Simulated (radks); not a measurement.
Values are calculated unless marked as measured or tabulated.
Ionisation of P, [Ne] 3s2 3p3, to P+, [Ne] 3s2 3p2, under several functionals. Non-relativistic Kohn-Sham, spin-polarised, spherical densities, point nucleus; open shells are filled with parallel spins first; a radial shooting solver on a logarithmic mesh with Libxc functionals.

functional                                        E(P) (hartree)  Exc (hartree)  IE (eV)  -e(HOMO) (eV)  <r> HOMO (bohr)  IE error (eV)
SOGGA                                                 -340.42883      -22.30315   10.450          6.204            2.328         -0.036
Wu-Cohen GGA                                          -340.87010      -22.76036   10.531          6.276            2.323         +0.045
RPBE                                                  -341.24829      -23.14990   10.549          6.290            2.326         +0.063
LDA (Slater exchange, Perdew-Zunger correlation)      -339.99526      -21.84985   10.500          6.261            2.329         +0.014
r2SCAN                                                -341.25005      -23.16585   10.915          6.696            2.308         +0.429
OLYP                                                  -341.28551      -23.21130   10.402          6.104            2.309         -0.085

NIST Atomic Spectra Database: 10.487 eV (measured). Closest: LDA (Slater exchange, Perdew-Zunger correlation). The Delta-SCF values span 0.51 eV, the total energies 1.29 hartree. The highest occupied level is 3p. Open shells are spherical and high-spin; term and fine-structure splittings are not resolved.
